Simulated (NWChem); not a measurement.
**Total energies of Br (+1)**

```xyz
1

Br     0.0000     0.0000     0.0000
```
Charge +1, spin multiplicity 3.

All runs are NWChem calculations.

Basis set: def2-QZVP (75 functions).

```
method      total energy (Ha)  relative cost
----------  -----------------  -------------
UHF               -2572.05261              1
UMP2              -2572.33428        under 3
UB2PLYP           -2573.36754        under 3
UPBE              -2573.34175        under 3
UB3LYP            -2573.75591        under 3
UBHandHLYP        -2573.72610        under 3
```

Total energies of different functionals aren't comparable as a measure of quality: only differences taken within one method are. The cost column gives rough processor time relative to UHF; each entry includes its own SCF.

The Hamiltonian is non-relativistic. The correlated methods keep 9 core orbitals frozen. B3LYP has NWChem's definition, with VWN1-RPA local correlation. No SCF solution was tested for a lower state. Open-shell Hartree-Fock references start from PBE0 orbitals; any time given for them includes that run.
